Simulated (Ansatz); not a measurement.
Cost and result up the ladder for the cluster As₃S₃ (6 atoms). Total charge 0; doublet. Geometry: PBE0-D4/def2-SVP.

| atom | x (Å) | y (Å) | z (Å) |
| --- | --- | --- | --- |
| As1 | 0.488 | 1.613 | -0.615 |
| As2 | 1.233 | 0.316 | 1.324 |
| As3 | -0.572 | -1.295 | 1.584 |
| S4 | -1.420 | -1.242 | -0.462 |
| S5 | -1.577 | 0.749 | -1.002 |
| S6 | 1.848 | -0.141 | -0.829 |

Ansatz on 4 threads of Arm Neoverse V1 on a shared host. Times are rough, and most runs start from the orbitals of an earlier one. PBE0-D4/def2-TZVP serves as the yardstick here, not as an exact answer. Binding counts from free atoms at the same level (As quartet, S triplet; other spins of the atoms weren't run), without zero-point energy or a counterpoise term.

Correlated methods freeze 42 core orbitals; core or outer-core shells of As are correlated, in sets that lack core-valence functions. Another isomer (doublet) lies 0.66 eV lower at PBE0-D4/def2-TZVP; other spin states weren't run for this one.

Correlated methods converge slowly with the basis.

| level | functions | wall time | binding energy per atom (eV) | difference from PBE0-D4/def2-TZVP (eV) |
| --- | --- | --- | --- | --- |
| PBE-D4/def2-TZVP (with forces) | 255 | 11 s | 2.99 | 0.22 |
| PBE0-D4/def2-TZVP | 255 | 22 s | 2.77 | 0.00 |
| MP2/def2-TZVP | 255 | 25 s | 2.58 | -0.19 |
| r2SCAN-D4/def2-TZVP | 255 | 28 s | 2.78 | 0.01 |
| PBE-QIDH/def2-TZVP | 255 | 34 s | 2.62 | -0.15 |
| B97M-V/def2-TZVP | 255 | 38 s | 2.80 | 0.03 |
